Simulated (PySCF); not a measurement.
C₃H₁₀Cl₂Si₂ (SMILES C[SiH2]CC[SiH](Cl)Cl), singlet, at a GFN2-xTB geometry, atoms displaced at random by about 0.08 Å a coordinate; B3LYP/STO-3G, gradient (PySCF).

The PySCF input:
```python
from pyscf import gto, scf, dft

mol = gto.Mole()
mol.atom = '''
    Si    1.09352308    0.12357954   -0.45797440
    Cl    1.04529465    2.12853531    0.61389579
    Cl    3.00605126   -0.16239818   -0.66072303
    C     0.24799465   -1.13252490    0.54957924
    C    -1.10539062   -0.80466136    0.96140922
    Si   -2.35799715   -0.70673346   -0.43929609
    C    -4.23204347   -0.63878421    0.46209595
    H     0.57901706    0.27403001   -1.80560463
    H     0.31217259   -1.89407176   -0.01475785
    H     0.98544615   -1.25735869    1.44001554
    H    -1.33597534   -1.63477696    1.71631390
    H    -1.01939106    0.15228528    1.54117103
    H    -2.52402263   -2.07055360   -1.09466166
    H    -2.23036099    0.25765664   -1.19579396
    H    -4.42178780   -1.39892358    1.15339008
    H    -4.29697097    0.22463910    1.03456573
    H    -4.88647937   -0.59060172   -0.27357443
'''
mol.basis = 'sto-3g'
mol.verbose = 4
mol.build()

mf = dft.RKS(mol)
mf.xc = 'b3lyp'
mf.grids.level = 5
mf.kernel()
g = mf.nuc_grad_method()
g.grid_response = True
grad = g.kernel()
```

It wrote (shortened):

```
PySCF version 2.14.0

[INPUT] verbose = 4
[INPUT] num. atoms = 17
[INPUT] num. electrons = 90
[INPUT] charge = 0
[INPUT] spin (= nelec alpha-beta = 2S) = 0
[INPUT] symmetry False subgroup None
[INPUT] Mole.unit = angstrom
[INPUT] Symbol           X                Y                Z      unit          X                Y                Z       unit  Magmom
[INPUT]  1 Si     1.093523080000   0.123579540000  -0.457974400000 AA    2.066459132091   0.233531485200  -0.865446188062 Bohr   0.0
[INPUT]  2 Cl     1.045294650000   2.128535310000   0.613895790000 AA    1.975320607973   4.022348782366   1.160094912124 Bohr   0.0
[INPUT]  3 Cl     3.006051260000  -0.162398180000  -0.660723030000 AA    5.680613597804  -0.306888083328  -1.248585570893 Bohr   0.0
[INPUT]  4 C      0.247994650000  -1.132524900000   0.549579240000 AA    0.468641968857  -2.140161890250   1.038554247347 Bohr   0.0
[INPUT]  5 C     -1.105390620000  -0.804661360000   0.961409220000 AA   -2.088885532463  -1.520589593420   1.816800119432 Bohr   0.0
[INPUT]  6 Si    -2.357997150000  -0.706733460000  -0.439296090000 AA   -4.455968816005  -1.335532682466  -0.830149297692 Bohr   0.0
[INPUT]  7 C     -4.232043470000  -0.638784210000   0.462095950000 AA   -7.997403105554  -1.207127209597   0.873234788771 Bohr   0.0
[INPUT]  8 H      0.579017060000   0.274030010000  -1.805604630000 AA    1.094183664851   0.517841668812  -3.412098239947 Bohr   0.0
[INPUT]  9 H      0.312172590000  -1.894071760000  -0.014757850000 AA    0.589920698696  -3.579276886673  -0.027888294687 Bohr   0.0
[INPUT] 10 H      0.985446150000  -1.257358690000   1.440015540000 AA    1.862223334007  -2.376063564442   2.721234985718 Bohr   0.0
[INPUT] 11 H     -1.335975340000  -1.634776960000   1.716313900000 AA   -2.524627501773  -3.089280729149   3.243363214784 Bohr   0.0
[INPUT] 12 H     -1.019391060000   0.152285280000   1.541171030000 AA   -1.926369917230   0.287777472003   2.912391157814 Bohr   0.0
[INPUT] 13 H     -2.524022630000  -2.070553600000  -1.094661660000 AA   -4.769711502904  -3.912779230232  -2.068610736462 Bohr   0.0
[INPUT] 14 H     -2.230360990000   0.257656640000  -1.195793960000 AA   -4.214771430014   0.486900483776  -2.259723085809 Bohr   0.0
[INPUT] 15 H     -4.421787800000  -1.398923580000   1.153390080000 AA   -8.355967922943  -2.643582435396   2.179591365990 Bohr   0.0
[INPUT] 16 H     -4.296970970000   0.224639100000   1.034565730000 AA   -8.120098298507   0.424506375869   1.955045887561 Bohr   0.0
[INPUT] 17 H     -4.886479370000  -0.590601720000  -0.273574430000 AA   -9.234107722637  -1.116075499497  -0.516980747384 Bohr   0.0

nuclear repulsion = 603.462317734221
number of shells = 39
number of NR pGTOs = 183
number of NR cGTOs = 61
basis = sto-3g
ecp = {}

******** <class 'pyscf.dft.rks.RKS'> ********
method = RKS
initial guess = minao
damping factor = 0
level_shift factor = 0
DIIS = <class 'pyscf.scf.diis.CDIIS'>
diis_start_cycle = 1
diis_space = 8
diis_damp = 0
SCF conv_tol = 1e-09
SCF conv_tol_grad = None
SCF max_cycles = 50
direct_scf = True
direct_scf_tol = 1e-13
XC library pyscf.dft.libxc version 7.1.2
    S. Lehtola, C. Steigemann, M. J. T. Oliveira, and M. A. L. Marques,  SoftwareX 7, 1–5 (2018)
XC functionals = b3lyp
    P. J. Stephens, F. J. Devlin, C. F. Chabalowski, and M. J. Frisch,  J. Phys. Chem. 98, 11623 (1994)
radial grids:
    Treutler-Ahlrichs [JCP 102, 346 (1995); DOI:10.1063/1.469408] (M4) radial grids

becke partition: Becke, JCP 88, 2547 (1988); DOI:10.1063/1.454033
pruning grids: <function nwchem_prune>
grids dens level: 5
symmetrized grids: False
atomic radii adjust function: <function treutler_atomic_radii_adjust>
small_rho_cutoff = 0
Set gradient conv threshold to 3.16228e-05
Initial guess from minao.
tot grids = 537536
init E= -1601.33223630673
  HOMO = -0.350272727627093  LUMO = -0.0439618217695945  gap/eV = 8.33514
cycle= 1 E= -1601.47535171793  delta_E= -0.143  |g|= 0.501  |ddm|= 4.79
  HOMO = -0.165692251001675  LUMO = 0.0401891668630299  gap/eV = 5.60232
cycle= 2 E= -1601.48201681151  delta_E= -0.00667  |g|= 0.514  |ddm|= 1.97
  HOMO = -0.219919337661393  LUMO = 0.0798257237774115  gap/eV = 8.15648
cycle= 3 E= -1601.59032463052  delta_E= -0.108  |g|= 0.0219  |ddm|= 0.988
  HOMO = -0.217811799691136  LUMO = 0.0790021573698974  gap/eV = 8.07672
cycle= 4 E= -1601.5904975635  delta_E= -0.000173  |g|= 0.0119  |ddm|= 0.0644
  HOMO = -0.219502866151168  LUMO = 0.0787224932999983  gap/eV = 8.11513
cycle= 5 E= -1601.59054545861  delta_E= -4.79e-05  |g|= 0.00178  |ddm|= 0.0202
  HOMO = -0.220066372245226  LUMO = 0.0785597860955343  gap/eV = 8.12603
cycle= 6 E= -1601.59054688646  delta_E= -1.43e-06  |g|= 0.00026  |ddm|= 0.00457
  HOMO = -0.219958977225095  LUMO = 0.0786207455567668  gap/eV = 8.12477
cycle= 7 E= -1601.59054691646  delta_E= -3e-08  |g|= 7.99e-05  |ddm|= 0.000655
  HOMO = -0.219955840136979  LUMO = 0.0786211480205298  gap/eV = 8.12469
cycle= 8 E= -1601.59054691839  delta_E= -1.92e-09  |g|= 1.73e-05  |ddm|= 0.000133
  HOMO = -0.219959641832466  LUMO = 0.0786183233769874  gap/eV = 8.12472
cycle= 9 E= -1601.59054691849  delta_E= -1e-10  |g|= 1.05e-06  |ddm|= 3.3e-05
  HOMO = -0.219959057143949  LUMO = 0.0786183513067272  gap/eV = 8.12471
Extra cycle  E= -1601.59054691848  delta_E= 4.09e-12  |g|= 6.99e-07  |ddm|= 4.23e-06
converged SCF energy = -1601.59054691848

******** <class 'pyscf.grad.rks.Gradients'> for <class 'pyscf.dft.rks.RKS'> ********
unit = Eh/Bohr
grid_response = True
--------------- RKS gradients ---------------
         x                y                z
0 Si     0.0608198314    -0.0866964446    -0.0075166984
1 Cl     0.0069039574     0.0375109436     0.0211868802
2 Cl    -0.0897616328     0.0211940790     0.0094156463
3 C    -0.0925142437    -0.1124368892    -0.1047333881
4 C     0.0457581872    -0.0026635575    -0.0535370772
5 Si     0.1082270286     0.1735356719    -0.1381179468
6 C    -0.1445564987    -0.0050747759    -0.0110093831
7 H     0.0049120095    -0.0032356048    -0.0015328972
8 H    -0.0079394213     0.1528827478     0.0920897149
9 H     0.0317109426     0.0048611210     0.0271261045
10 H     0.0126015291    -0.0262652280     0.0197306563
11 H     0.0137177071     0.0118287513     0.0060847145
12 H    -0.0168483281    -0.0325447467    -0.0046914348
13 H    -0.0225155141    -0.1270875731     0.1039537132
14 H     0.0041185183     0.0447226056    -0.0176646032
15 H     0.0027806650    -0.0510818957    -0.0235686917
16 H     0.0825852625     0.0005507955     0.0827846905
----------------------------------------------
```
